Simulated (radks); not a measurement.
Initial-state core-level shifts of the tin ion Sn+ when its valence configuration changes from [Kr] 4d10 5s2 5p1. Calculated with a radial shooting solver on a logarithmic mesh with Libxc functionals: scalar-relativistic Kohn-Sham, PBE, spin-polarised, spherical densities, point nucleus; open shells are filled with parallel spins first (spin-orbit coupling, left out, can overturn this in heavy ions). Shifts are changes of the shell-averaged eigenvalues in eV (positive: less bound).

| valence | 1s | 2s | 3p | 3d |
|---|---|---|---|---|
| 4d9.5 5s2 5p1.5 | -3.996 | -4.190 | -4.061 | -4.088 |
| 4d10 5p3 | -2.780 | -2.719 | -2.767 | -2.761 |
| 4d9 5p4 | -10.872 | -11.229 | -10.989 | -11.043 |
| 4d8 5s2 5p3 | -16.172 | -17.051 | -16.417 | -16.546 |
| 4d8 5s1 5p4 | -17.572 | -18.437 | -17.819 | -17.948 |
| 4d10 5s1.5 5p1.5 | -0.683 | -0.668 | -0.681 | -0.679 |
| 4d9 5s2 5p2 | -8.019 | -8.425 | -8.147 | -8.205 |
| 4d9.5 5s0.5 5p3 | -5.904 | -6.064 | -5.971 | -5.995 |
| 4d9 5s1 5p3 | -9.110 | -9.503 | -9.253 | -9.309 |
